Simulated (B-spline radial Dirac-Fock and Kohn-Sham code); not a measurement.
ΔSCF core binding energies without Breit or QED terms, calculated with an atomic code on a B-spline grid.

A sound run for Al⁺ in the configuration [Ne] 3s2: The ground state converged in 9 iterations, with total energy -242.12905 Ha, virial ratio 1.99624 and highest orbital energy -17.78 eV. ΔSCF binding energies: K (1s) 1579.6 eV, L3 (2p3/2) 90.48 eV. Holes are computed only in closed shells, and unreliable hole states are left out.

A second run, with one unsound setting: The ground state converged in 8 iterations, with total energy -193.03116 Ha, virial ratio 1.54054 and highest orbital energy 522.93 eV. ΔSCF binding energies: K (1s) 1418.7 eV. Holes are computed only in closed shells, and unreliable hole states are left out.

```
iter   energy (Ha)        error
   1     -192.68368406  3.86e-01
   2     -193.02880309  3.26e-02
   3     -193.03067308  1.55e-02
   4     -193.03106095  7.45e-03
   5     -193.03116232  3.77e-04
   6     -193.03116324  3.50e-05
   7     -193.03116324  2.66e-07
   8     -193.03116324  3.43e-08
```

Problem. Which fault fits the second run best?
A. box too small
B. tolerance below the noise
C. overfilled shell
D. speed of light below Z

Solution. A. The input had rmax = 1.0: rmax squeezes the outer orbitals.
